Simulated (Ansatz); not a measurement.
SnCl₂ was relaxed with r2SCAN-D4 (def2-TZVP) in Ansatz in these states: neutral quintet, neutral singlet, neutral triplet. The geometries follow in no particular order.

In the def2 sets Sn takes a core potential; there is no spin–orbit coupling.

A:

```xyz
3

Sn   -0.4083    0.6470    0.2860
Cl   -0.2837   -1.3587    1.5022
Cl    0.6921    0.7117   -1.7882
```

B:

```xyz
3

Sn   -0.7600    0.7385    1.0869
Cl    1.5194    0.1442   -0.0957
Cl   -0.7595   -0.8828   -0.9912
```

C:

```xyz
3

Sn   -0.5631   -0.2973    0.8130
Cl    1.6946    0.3995    0.6639
Cl   -1.1316   -0.1022   -1.4769
```

Judge from the bond lengths which geometry belongs to which state (an estimate).

A is the neutral triplet (Sn1–Cl2 2.349 Å, Sn1–Cl3 2.349 Å); B is the neutral quintet (Sn1–Cl2 2.636 Å, Sn1–Cl3 2.636 Å); C is the neutral singlet (Sn1–Cl2 2.368 Å, Sn1–Cl3 2.368 Å).

At PBE0-D4/def2-TZVP a singlet lies 2.72 eV below the neutral triplet. At PBE0-D4/def2-TZVP a singlet lies 7.52 eV below the neutral quintet. In the quintet, Cl2 and Cl3 lie 2.66 Å apart (atoms count from 1), so these atoms are partly bonded to each other. These are the stationary points nearest to one start from a short search; other shapes may lie lower in each state.
